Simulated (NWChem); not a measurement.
The numbers come from NWChem runs, not from measurements. System: B₂F₄, charge 0, spin multiplicity 3, at the geometry of a parent with another charge or spin, in a state set for the comparison that need not be this species' ground state. Its SCF solution wasn't tested for a lower state. Level: UHF/def2-SVP.

Input file:

```
start mol
memory heap 200 mb stack 900 mb global 1100 mb
geometry units angstroms nocenter noautoz
  F      0.000000    -1.124344    -1.555462
  B      0.000000     0.000000    -0.861539
  F      0.000000     1.124344    -1.555462
  B      0.000000     0.000000     0.861539
  F      1.124344     0.000000     1.555461
  F     -1.124344     0.000000     1.555461
  symmetry group C2v
end
basis spherical
  * library def2-svp
end
scf
  uhf
  nopen 2
  maxiter 100
  thresh 1e-7
  semidirect memsize 60000000 filesize 0
  # guess.movecs holds the orbitals of an unrestricted PBE0 run
  vectors input guess.movecs output mol.movecs
end
task scf energy
```

Part of the output:

```
             Northwest Computational Chemistry Package (NWChem) 7.3.0
             --------------------------------------------------------

                                NWChem Input Module
                                -------------------

 Scaling coordinates for geometry "geometry" by  1.889725989
 (inverse scale =  0.529177249)

 Turning off AUTOSYM since
 SYMMETRY directive was detected!

                             Geometry "geometry" -> ""
                             -------------------------

 Output coordinates in angstroms (scale by  1.889725989 to convert to a.u.)

  No.       Tag          Charge          X              Y              Z
 ---- ---------------- ---------- -------------- -------------- --------------
    1 F                    9.0000     0.00000000    -1.12434400    -1.55546200
    2 B                    5.0000     0.00000000     0.00000000    -0.86153900
    3 F                    9.0000     0.00000000     1.12434400    -1.55546200
    4 B                    5.0000     0.00000000     0.00000000     0.86153900
    5 F                    9.0000     1.12434400     0.00000000     1.55546100
    6 F                    9.0000    -1.12434400     0.00000000     1.55546100

 Effective nuclear repulsion energy (a.u.)     202.7003659806

            Nuclear Dipole moment (a.u.)
            ----------------------------
        X                 Y               Z
 ---------------- ---------------- ----------------
     0.0000000000     0.0000000000    -0.0000340151

      Symmetry information
      --------------------

 Group name             C2v
 Group number             16
 Group order               4
 No. of unique centers     4

      Symmetry unique atoms

     1    2    4    5


 Summary of "ao basis" -> "" (spherical)
 ------------------------------------------------------------------------------
       Tag                 Description            Shells   Functions and Types
 ---------------- ------------------------------  ------  ---------------------
 *                          def2-svp                  on all atoms

 Summary of "ao basis" -> "ao basis" (spherical)
[...]
    47     -0.322040  4 B  py                 3      0.273886  1 F  s
    31     -0.273886  3 F  s                 64     -0.199024  5 F  py
    78     -0.199024  6 F  py                61      0.168841  5 F  py
    75      0.168841  6 F  py

 center of mass
 --------------
 x =   0.00000000 y =   0.00000000 z =  -0.00000073

 moments of inertia (a.u.)
 ------------------
         886.482623933040           0.000000000000           0.000000000000
           0.000000000000         886.482623933040           0.000000000000
           0.000000000000           0.000000000000         343.062385688551

  Mulliken analysis of the total density
  --------------------------------------

    Atom       Charge   Shell Charges
 -----------   ------   -------------------------------------------------------
    1 F    9     9.15   1.99  1.13  0.74  3.34  1.94  0.01
    2 B    5     4.41   1.99  0.70 -0.02  1.25  0.23  0.27
    3 F    9     9.15   1.99  1.13  0.74  3.34  1.94  0.01
    4 B    5     4.82   1.99  0.61  0.03  1.59  0.37  0.23
    5 F    9     9.23   1.99  1.12  0.75  3.35  2.00  0.01
    6 F    9     9.23   1.99  1.12  0.75  3.35  2.00  0.01

  Mulliken analysis of the alpha density
  --------------------------------------

    Atom       Charge   Shell Charges
 -----------   ------   -------------------------------------------------------
    1 F    9     4.60   1.00  0.57  0.36  1.70  0.96  0.00
    2 B    5     2.50   1.00  0.43 -0.01  0.77  0.16  0.16
    3 F    9     4.60   1.00  0.57  0.36  1.70  0.96  0.00
    4 B    5     2.99   0.99  0.38  0.03  1.17  0.28  0.13
    5 F    9     4.65   1.00  0.57  0.37  1.73  0.98  0.00
    6 F    9     4.65   1.00  0.57  0.37  1.73  0.98  0.00

   Mulliken analysis of the beta density
   -------------------------------------

    Atom       Charge   Shell Charges
 -----------   ------   -------------------------------------------------------
    1 F    9     4.55   1.00  0.56  0.37  1.64  0.98  0.00
    2 B    5     1.91   0.99  0.27 -0.02  0.48  0.07  0.11
    3 F    9     4.55   1.00  0.56  0.37  1.64  0.98  0.00
    4 B    5     1.83   0.99  0.23 -0.01  0.42  0.09  0.10
    5 F    9     4.58   1.00  0.56  0.38  1.62  1.02  0.00
    6 F    9     4.58   1.00  0.56  0.38  1.62  1.02  0.00

   Mulliken analysis of the spin density
   -------------------------------------

    Atom       Charge   Shell Charges
 -----------   ------   -------------------------------------------------------
    1 F    9     0.05   0.00  0.01 -0.01  0.06 -0.01  0.00
    2 B    5     0.59   0.00  0.16  0.01  0.29  0.09  0.05
    3 F    9     0.05   0.00  0.01 -0.01  0.06 -0.01  0.00
    4 B    5     1.16   0.00  0.15  0.04  0.75  0.19  0.03
    5 F    9     0.07   0.00  0.01 -0.01  0.11 -0.04  0.00
    6 F    9     0.07   0.00  0.01 -0.01  0.11 -0.04  0.00

       Multipole analysis of the density wrt the origin
       ------------------------------------------------

     L   x y z        total         alpha         beta         nuclear
     -   - - -        -----         -----         ----         -------
     0   0 0 0     -0.000000    -24.000000    -22.000000     46.000000

     1   1 0 0     -0.000000     -0.000000      0.000000      0.000000
     1   0 1 0      0.000000      0.000000      0.000000      0.000000
     1   0 0 1     -0.962614     -1.010193      0.047612     -0.000034

     2   2 0 0    -23.264342    -53.410434    -51.112369     81.258460
     2   1 1 0     -0.000000     -0.000000     -0.000000      0.000000
     2   1 0 1     -0.000000     -0.000000      0.000000      0.000000
     2   0 2 0    -24.348094    -54.818744    -50.787810     81.258460
     2   0 1 1     -0.000000     -0.000000     -0.000000      0.000000
     2   0 0 2    -26.725938   -184.951575   -179.322331    337.547968

 Task  times  cpu:        0.6s     wall:        0.6s

 Total times  cpu:        0.6s     wall:        0.6s
```
